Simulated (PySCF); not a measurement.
Computed properties of CH3IZn, SMILES [CH3][Zn][I]

Zn(I)(Me) (CH₃IZn), SMILES [Zn]([CH3])[I]. Coordinates come from a PBE0-D3(BJ)/def2-SVP optimisation. The def2 effective core potentials stand for the cores of I; spin–orbit coupling is left out. The values are those of a single conformer. All values are computed for the isolated molecule unless a solvent is named; none is compared with measurement here.

**Structure.** The optimised structure has C3v symmetry. All 12 harmonic modes at PBE0-D3(BJ)/def2-SVP (PySCF) are real, so it is a minimum. With heavy atoms numbered as in [Zn:1]([I:2])[CH3:3], the shortest bond between them is Zn1–C3 at 1.937 Å and the longest Zn1–I2 at 2.445 Å.

**Vibrations.** The strongest infrared lines (harmonic, unscaled, degenerate partners summed) lie at 689 cm⁻¹ (75 km/mol, H 82 %, C 16 %), 575 cm⁻¹ (27 km/mol, C 59 %, Zn 23 %, H 17 %), 236 cm⁻¹ (16 km/mol, Zn 45 %, I 39 %, C 13 %). The softest mode is at 100 cm⁻¹ and the zero-point energy is 22.6 kcal/mol.

**Electronic structure.** HF/def2-TZVPD (PySCF) places the frontier levels at -9.96 and 1.11 eV, a gap of 11.07 eV, and gives a dipole moment of 2.18 D and a mean polarisability of 70.7 bohr³.

**Excitations.** TDDFT-B3LYP/def2-SVPD (PySCF) has S1 at 5.26 eV (236 nm, f = 0.061, bright); the most intense of the 10 singlets computed lies at 6.79 eV (f = 0.92). Strengths of degenerate partners are summed. T1 (TDA) is at 4.97 eV. No vertical singlet excitation falls in the visible range (under 3.1 eV).
